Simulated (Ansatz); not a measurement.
A nudged elastic band was laid between two geometries of ClH3Sn + FH (7 atoms, charge 0, multiplicity 1).

These are results of RKS BHLYP/def2-SVP (Ansatz 0.2.0), not measurements.

| Item | Value |
| --- | --- |
| movable images | 6 |
| climbing image | no |
| spring | 5.0 eV/Å² |
| optimiser | quadratic models (default) |
| start path | through a guess of the saddle point |
| force threshold | 0.03 eV/Å |
| iteration limit | 60 |
| end points | relaxed |

Initial state:

```xyz
7
Properties=species:S:1:pos:R:3
Sn 0.205 0.000 -0.118
Cl 0.143 0.000 2.277
H 1.871 0.000 -0.461
H -0.554 1.432 -0.607
H -0.554 -1.432 -0.607
F -2.647 0.000 1.198
H -2.037 0.000 1.891
```

Final state:

```xyz
7
Properties=species:S:1:pos:R:3
Sn -0.301 0.000 -0.602
Cl -0.401 0.000 3.563
H 1.176 0.000 0.227
H -0.624 1.426 -1.463
H -0.624 -1.426 -1.463
F -1.658 0.000 0.810
H -1.143 0.000 2.502
```

What changes between the two ends?

Bonds broken: Sn1–Cl2, F6–H7. Bonds formed: Sn1–F6, Cl2–H7. ClH3Sn + FH becomes ClH + FH3Sn.

What energy profile does the band end with?

It converged. The highest image is number 3 of 0 to 7, 0.93 eV above the first end and 0.54 eV above the last; the last end lies 0.39 eV above the first. No image climbed, so the highest image needn't sit at the top of the path. The orbitals stay closed-shell, which can raise the energy where a bond breaks towards radicals; this wasn't checked here.

```json
{"image": "0", "path coordinate (Å)": "0.00", "energy (eV)": "0.00", "Sn1–Cl2 (Å)": "2.40", "F6–H7 (Å)": "0.92", "Sn1–F6 (Å)": "3.14"}
{"image": "1", "path coordinate (Å)": "0.44", "energy (eV)": "0.09", "Sn1–Cl2 (Å)": "2.43", "F6–H7 (Å)": "0.93", "Sn1–F6 (Å)": "2.76"}
{"image": "2", "path coordinate (Å)": "0.88", "energy (eV)": "0.43", "Sn1–Cl2 (Å)": "2.54", "F6–H7 (Å)": "0.95", "Sn1–F6 (Å)": "2.46"}
{"image": "3", "path coordinate (Å)": "1.32", "energy (eV)": "0.93", "Sn1–Cl2 (Å)": "2.79", "F6–H7 (Å)": "1.04", "Sn1–F6 (Å)": "2.22"}
{"image": "4", "path coordinate (Å)": "1.76", "energy (eV)": "0.91", "Sn1–Cl2 (Å)": "3.07", "F6–H7 (Å)": "1.38", "Sn1–F6 (Å)": "2.05"}
{"image": "5", "path coordinate (Å)": "2.21", "energy (eV)": "0.58", "Sn1–Cl2 (Å)": "3.43", "F6–H7 (Å)": "1.58", "Sn1–F6 (Å)": "1.98"}
{"image": "6", "path coordinate (Å)": "2.65", "energy (eV)": "0.41", "Sn1–Cl2 (Å)": "3.79", "F6–H7 (Å)": "1.70", "Sn1–F6 (Å)": "1.96"}
{"image": "7", "path coordinate (Å)": "3.09", "energy (eV)": "0.39", "Sn1–Cl2 (Å)": "4.17", "F6–H7 (Å)": "1.77", "Sn1–F6 (Å)": "1.96"}
```

What is the geometry of the highest image?


```xyz
7
Properties=species:S:1:pos:R:3:forces:R:3
Sn -0.175 0.000 -0.178 0.23 0.00 0.23
Cl 0.028 0.000 2.609 0.19 0.00 -0.35
H 1.496 0.000 0.044 0.24 0.00 -0.15
H -0.712 1.432 -0.930 -0.01 -0.06 0.19
H -0.712 -1.432 -0.930 -0.01 0.06 0.19
F -2.031 0.000 1.039 -0.20 0.00 0.29
H -1.467 0.000 1.918 -0.44 0.00 -0.38
```

The run took 2.8 min on 1 thread of Arm Neoverse V2, on a shared host, peak memory 0.17 GiB.
